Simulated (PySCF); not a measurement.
Compound: CH₉BN₂.
SMILES: `C[NH2+][BH2-]N`

A linear-response calculation (PySCF, def2-SVPD basis, gas phase, vertical, core orbitals frozen in the response) gave these numbers; the functional is withheld.

Orbital energies (eV): HOMO-3 -11.87, HOMO-2 -11.37, HOMO-1 -9.43, HOMO -8.16, LUMO 1.89, LUMO+1 2.63, LUMO+2 3.21.

```tsv
state	E (eV)	f	main configurations (H = HOMO, L = LUMO)
S1	5.96	0.049	H→L (71%), H→L+1 (25%)
S2	6.78	0.012	H→L+1 (50%), H→L (19%), H→L+2 (18%)
S3	7.19	0.040	H-1→L (82%)
S4	7.51	0.019	H→L+3 (83%)
S5	7.70	0.073	H→L+2 (73%)
S6	8.06	0.0012	H-1→L+1 (43%), H→L+7 (26%), H→L+6 (11%)
```

Triplets (Tamm–Dancoff): T1 5.76 eV, H→L (69%), H→L+1 (24%); T2 6.60 eV, H→L+1 (46%), H→L+2 (19%), H→L (18%); T3 7.15 eV, H-1→L (82%); T4 7.50 eV, H→L+3 (81%), H→L+7 (10%).

Vertical ionisation energy by ΔSCF with the same functional: 8.61 eV. Mean static polarisability: 51.6 au.

Question: Name the functional.
A. B3LYP
B. PBE
C. HF
D. wB97X-D

Answer: D. wB97X-D is range-separated, 22% exact exchange at short range and 100% at long range (ω = 0.2 bohr⁻¹). In this run −ε(HOMO) = 8.16 eV differs from the ΔSCF value by -0.45 eV, and S1 differs from the orbital gap of 10.05 eV by -4.09 eV. The ratio −ε(HOMO)/IP is 0.95. Small neutral molecules mostly give 0.89 to 0.99 with wB97X-D, 0.5 to 0.7 with PBE, 0.67 to 0.83 with B3LYP; with Hartree–Fock the ratio is 1 or more (Koopmans' value less the relaxation energy is the ΔSCF value). The other options: PBE, a GGA without exact exchange; HF, time-dependent Hartree–Fock, 100% exact exchange; B3LYP, a global hybrid with 20% exact exchange.

Method used: PySCF, TDDFT wB97X-D/def2-SVPD, vertical, gas phase, core orbitals frozen in the response. Geometry: PBE0-D3(BJ)/def2-SVP, one conformer, isolated molecule.

On Arm Neoverse N1, one thread, no GPU, shared host, this took 42 s.

Conformer computed: `[CH3:1][NH2+:2][BH2-:3][NH2:4]`: C1–N2–B3–N4 179°, H–N4–B3–N2 -117°, H–N4–B3–N2 117°.
